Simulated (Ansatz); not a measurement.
## Ligand exchange: C3H6ClIn + SiH(CH3)Cl2 → C3H7In + Si(CH3)Cl3

Species: C3H6ClIn `C=C[CH2][InH][Cl]`, singlet; SiH(CH3)Cl2 (methyldichlorosilane), singlet; C3H7In `C=C[CH2][InH2]`, singlet; Si(CH3)Cl3 (methyltrichlorosilane), singlet. The partners trade Cl for H: In–Cl and Si–H bonds give way to In–H and Si–Cl.

Shapes, held fixed at every level: PBE0-D4/def2-TZVP. Flexible molecules stand in one conformer, not always the lowest. Programs: Ansatz 0.2.0. The zero-point and thermal change to 298 K, harmonic and unscaled (PBE0-D4/def2-TZVP), is -5.4 kJ/mol.

**Question.** Estimate ΔH(298 K) of this reaction.

**Answer.** The highest level, CCSD(T)/def2-TZVPP, gives ΔH(298 K) = +30.4 kJ/mol; the levels span +7.3 to +43.1. The column of differences is taken from that level and isn't an error. No measured value is set beside it here. For atoms past krypton def2 sets carry core potentials with scalar relativity. Outer-core shells of In are correlated in most correlated rows, in sets that cover them unevenly.

| level | kind | ΔH(298 K) (kJ/mol) | less CCSD(T)/def2-TZVPP |
| --- | --- | --- | --- |
| SPW92/def2-TZVPP | LDA | +7.3 | -23.1 |
| PBE-D4/def2-TZVPP | GGA | +24.6 | -5.8 |
| PBE0-D4/def2-TZVPP | global hybrid | +26.8 | -3.6 |
| MP2/def2-SVP | perturbation theory | +34.5 | +4.1 |
| MP2/def2-TZVPP | perturbation theory | +24.3 | -6.1 |
| CCSD/def2-SVP | coupled cluster or CI | +43.1 | +12.7 |
| CCSD(T)/def2-TZVPP | coupled cluster or CI | +30.4 | 0.0 |
